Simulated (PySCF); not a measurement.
**Solvent effects on NMR parameters**

Geometry:
```csv
atom,x (Å),y (Å),z (Å)
C1,-2.062,0.478,1.613
Si2,-1.311,0.390,-0.101
N3,-1.701,1.807,-1.019
Si4,-2.211,-1.408,-1.330
N5,0.406,0.180,0.104
C6,1.354,0.336,-0.987
C7,2.709,0.308,-0.292
C8,2.477,-0.727,0.803
C9,1.046,-0.434,1.263
H10,-3.151,0.616,1.538
H11,-1.870,-0.441,2.188
H12,-1.644,1.327,2.179
H13,-1.744,1.762,-2.030
H14,-1.381,2.719,-0.711
H15,-1.697,-1.403,-2.740
H16,-1.794,-2.712,-0.717
H17,-3.708,-1.401,-1.403
H18,1.173,1.274,-1.538
H19,1.293,-0.488,-1.730
H20,2.921,1.294,0.154
H21,3.539,0.056,-0.968
H22,2.532,-1.740,0.371
H23,3.207,-0.678,1.625
H24,1.045,0.253,2.132
H25,0.539,-1.359,1.593
```

GIAO PBE0/pcSseg-1 in PySCF 2.14.0 with density-fitted response routines on one PBE0-D3(BJ)/def2-SVP conformer, non-relativistic, equivalent nuclei averaged. Solvents enter as an IEF-PCM continuum (tetrahydrofuran with ε = 7.4, dichloromethane with ε = 8.9) around the gas-phase geometry. Shifts are referred to TMS computed in the same medium.

Gas phase, δ in ppm: C6/C9 48.4, C7/C8 30.2, C1 1.0, Si2 -13.1, Si4 -123.2, H15/H16/H17 3.23, H18/H25 3.03, H19/H24 2.80, H21/H23 1.70, H20/H22 1.54, H13/H14 0.60, H10/H11/H12 0.37. Dipole moment 2.17 D.

(1) How does each δ change in the continuum?

(2) Which of the listed nuclei move most (in ppm), and what does the model miss? (N and O are left out, as their reference compounds move with the solvent too.)

Results:

(1) 
| atoms | environment | Δδ, tetrahydrofuran | Δδ, dichloromethane |
| --- | --- | --- | --- |
| C6/C9 | sp3 CH2 bonded to N | +0.7 | +0.7 |
| C7/C8 | sp3 CH2 in a ring | +0.5 | +0.6 |
| C1 | methyl carbon bonded to Si | +0.3 | +0.3 |
| Si2 | silicon bonded to C, 2 N, Si | -0.3 | -0.3 |
| Si4 | silicon bonded to Si, 3 H | -0.3 | -0.3 |
| H15/H16/H17 | hydrogen on a silicon bonded to Si | -0.11 | -0.11 |
| H18/H25 | hydrogen on an sp3 CH2 bonded to N | +0.04 | +0.04 |
| H19/H24 | hydrogen on an sp3 CH2 bonded to N | -0.01 | -0.01 |
| H21/H23 | hydrogen on an sp3 CH2 in a ring | +0.05 | +0.06 |
| H20/H22 | hydrogen on an sp3 CH2 in a ring | +0.01 | +0.01 |
| H13/H14 | hydrogen on a nitrogen bonded to Si | +0.35 | +0.36 |
| H10/H11/H12 | hydrogen on a methyl carbon bonded to Si | +0.02 | +0.02 |

Changes are relative to the gas phase. The dipole moment becomes 2.59 D in tetrahydrofuran, 2.60 D in dichloromethane.

(2) C6/C9 (sp3 CH2 bonded to N, +0.7 ppm) in dichloromethane. A continuum only polarises the solute; specific hydrogen bonds, the anisotropy of aromatic solvents and changes of geometry or conformer are outside it.
